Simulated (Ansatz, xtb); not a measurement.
# Two isomers of C4H11Al

Structure I: `C[CH2][Al]([CH3])[CH3]`, a singlet. Structure II: `[CH3][AlH][CH](C)C`, a singlet. Both are isolated molecules in the gas phase, relaxed with B3LYP/def2-SVP; each stands in its lowest conformer found.

Quicker runs give these differences E(II) − E(I): GFN2-xTB −9.3 kcal/mol; HF/STO-3G +17.4 kcal/mol (at GFN2-xTB geometries); r2SCAN-D4/def2-SVP +12.8 kcal/mol (at GFN2-xTB geometries).

Q: Estimate E(II) − E(I) at the level CCSD(T)/def2-SVP + ΔMP2/def2-TZVPP.

A: Calculated at CCSD(T)/def2-SVP + ΔMP2/def2-TZVPP: E(II) − E(I) = +11.9 kcal/mol, so structure I lies lower.

The same difference at several levels:

| level | geometry | E(II) − E(I) (kcal/mol) | departure from the last row (kcal/mol) | job, with rough time for the two |
| --- | --- | --- | --- | --- |
| GFN2-xTB | GFN2-xTB | −9.3 | −21.2 | optimisation, 0.38 s |
| HF/STO-3G | GFN2-xTB | +17.4 | +5.4 | single point, 1.5 s |
| r2SCAN-D4/def2-SVP | GFN2-xTB | +12.8 | +0.9 | single point, 6.2 s |
| B3LYP/def2-SVP | B3LYP/def2-SVP | +11.3 | −0.6 | optimisation, 4.6 min |
| HF/def2-SVP | B3LYP/def2-SVP | +10.4 | −1.6 | part of the CCSD(T) run |
| MP2/def2-SVP | B3LYP/def2-SVP | +9.6 | −2.4 | part of the CCSD(T) run |
| CCSD(T)/def2-SVP | B3LYP/def2-SVP | +9.0 | −2.9 | single point |
| CCSD(T)/def2-SVP + ΔMP2/def2-TZVPP | B3LYP/def2-SVP | +11.9 |  | single point, 56 s |

As drawn, II has 1 C–C, 1 Al–H in place of 1 C–Al, 1 C–H.

GFN2-xTB puts the two in the other order. The largest departure from CCSD(T)/def2-SVP + ΔMP2/def2-TZVPP is that of GFN2-xTB, 21.2 kcal/mol. A small imaginary or near-zero mode remains, so no thermal terms are given. The last row adds to CCSD(T) the change of the MP2 difference between the two basis sets, here +2.9 kcal/mol.

The correlated steps freeze 9 core orbitals. Run with Ansatz 0.2.0, xtb 6.7.1; the last row on 2 threads of Arm Neoverse V1 on a shared host.
